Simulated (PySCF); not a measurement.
Structure with atom numbers: `[CH2:1]=[C:2]1[CH2:3][CH2:4][CH2:5][C@@H:6]([C:7](=[O:8])[O-:9])[CH2:10]1`; H(Xn) means a hydrogen on atom n. Ha(C1) is cis to C3; Ha(C3), Ha(C4), Ha(C5), Ha(C10) are cis to C7 on the ring; Hb(C1) is trans to C3; Hb(C3), Hb(C4), Hb(C5), Hb(C10) are trans to C7 on the ring.

Geometry: PBE0-D3(BJ)/def2-SVP; GIAO shifts from PySCF 2.14.0 with density-fitted response routines, gas phase, non-relativistic, averaged over equivalent atoms.

At PBE0/pcSseg-1 (225 basis functions, 46 s wall time on 1 thread of an Arm Neoverse V1, shared host):
| atoms | δ (ppm) |
| --- | --- |
| C7 | 174.4 |
| C2 | 169.8 |
| C1 | 103.8 |
| C6 | 56.0 |
| C10 | 44.7 |
| C3 | 40.6 |
| C4 | 34.2 |
| C5 | 34.2 |
| O9 | 355.1 |
| O8 | 301.9 |
| Hb(C1) | 4.42 |
| Ha(C1) | 4.34 |
| Ha(C10) | 2.83 |
| Hb(C10) | 1.94 |
| Ha(C3) | 1.85 |
| Hb(C3) | 1.68 |
| Hb(C5) | 1.58 |
| Ha(C5) | 1.57 |
| H(C6) | 1.47 |
| Ha(C4) | 1.41 |
| Hb(C4) | 1.11 |

Referencing at the same level of theory: 13C (184.41 ppm) and 1H (31.27 ppm) against TMS; H2O for 17O (334.56 ppm).

**Question.** Estimate the result of repeating the calculation with B97-2/pcSseg-1.

**Answer.** 
| atoms | δ at B97-2/pcSseg-1 | change |
| --- | --- | --- |
| C7 | 171.1 | -3.3 |
| C2 | 166.1 | -3.7 |
| C1 | 101.0 | -2.8 |
| C6 | 55.3 | -0.7 |
| C10 | 44.1 | -0.6 |
| C3 | 40.2 | -0.4 |
| C4 | 34.4 | +0.2 |
| C5 | 34.2 | +0.0 |
| O9 | 345.3 | -9.8 |
| O8 | 294.1 | -7.8 |
| Hb(C1) | 4.36 | -0.06 |
| Ha(C1) | 4.28 | -0.06 |
| Ha(C10) | 2.85 | +0.02 |
| Hb(C10) | 1.92 | -0.02 |
| Ha(C3) | 1.86 | +0.01 |
| Hb(C3) | 1.67 | -0.01 |
| Hb(C5) | 1.57 | -0.01 |
| Ha(C5) | 1.59 | +0.02 |
| H(C6) | 1.48 | +0.01 |
| Ha(C4) | 1.42 | +0.01 |
| Hb(C4) | 1.12 | +0.01 |

Shifts are taken against calculated references (same method and geometry level): TMS for 13C (σref 183.69), 1H (σref 31.38); 17O (σref 331.62) against H2O.

The largest change is at O9 (carboxylate oxygen). Cost: 225 basis functions, 45 s wall time on 1 thread of an Arm Neoverse V1, shared host. The order of the carbon signals is the same at both levels.

Unscaled 17O shifts of doubly bonded oxygen tend to come out too high, by tens of ppm or more. Experimental scales use liquid or dissolved standards, which lie at an offset from isolated H2O (liquid H2O: subtract about 36 ppm).
